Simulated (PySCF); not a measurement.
C2H3BClNO, SMILES CB(Cl)N=C=O. Atoms are numbered in the order given.

```xyz
9

B      0.1852    -0.3376     0.6242
Cl     1.8403    -0.4592     0.0055
C     -0.1824    -0.9572     2.0081
H     -0.3620    -2.0377     1.8589
H     -1.1014    -0.5282     2.4313
H      0.6401    -0.8764     2.7329
N     -0.7709     0.2991    -0.1989
C     -1.4061     0.8695    -1.0393
O     -2.0576     1.4210    -1.8323
```
Charge 0, spin multiplicity 1.

Geometry: PBE0-D3(BJ)/def2-SVP. This is a generated structure with no PubChem entry under its InChIKey; it may be hypothetical. Other conformers were not sampled.

The numbers are results of CAM-B3LYP/def2-TZVP in PySCF, not measurements.

| Quantity | Value |
|---|---|
| total energy | -693.15688 hartree |
| highest occupied level | -10.11 eV |
| lowest empty level | -0.40 eV |
| orbital gap | 9.72 eV |
| dipole moment | 1.84 D |
| quadrupole, principal values (traceless, Buckingham form, about the centre of nuclear charge) | -7.96, 3.37, 4.58 D·Å |
| mean static polarisability | 58.6 bohr³ (8.69 Å³) |
| polarisability, principal values | 38.7, 54.0, 83.2 bohr³ |
